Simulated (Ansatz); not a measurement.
HgI2, SMILES [Hg]([I])[I].

Geometry optimised at PBE-D3(BJ)/def2-SVP. The isomer is the one that the SMILES or the coordinates give; other isomers of the formula were not compared. The def2 effective core potentials stand for the cores of Hg, I; spin–orbit coupling is left out.

Two levels are set side by side: PBE/def2-SVPD (Ansatz, a first-principles code) and PBE0/def2-SVPD (Ansatz). Energy differences of separate SCF runs at the same geometry; the states with an electron removed or added have multiplicity 2 and 2. Differences are taken from unrounded values.

```json
[
 {"quantity": "vertical ionisation energy (eV)", "PBE0": "9.53"},
 {"quantity": "vertical electron affinity (eV)", "PBE0": "1.40"},
 {"quantity": "vertical singlet–triplet gap (eV)", "PBE0": "3.24"}
]
```

### Question
What does PBE give, and how far is it from PBE0? (The exact figures need the calculation; the answer reports its results.)

### Answer

```csv
quantity,PBE,PBE minus PBE0
vertical ionisation energy (eV),9.14,-0.39
vertical electron affinity (eV),1.43,0.03
vertical singlet–triplet gap (eV),2.85,-0.38
```
